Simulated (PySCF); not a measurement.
Level of theory: M06-2X/def2-TZVP in PySCF. All species are isolated molecules in the gas phase. 

Reference species (SMILES): `B` (neutral, multiplicity 1).

The LUMO is -1.00 eV and the HOMO is -11.26 eV.

Changed species: `BC(F)(F)F` (X = trifluoromethyl; the reference has X = H).

### Question
What does the change do to the LUMO and HOMO?

### Answer
the LUMO drops by 0.84 eV, to -1.84 eV; the HOMO falls by 0.44 eV, to -11.70 eV.
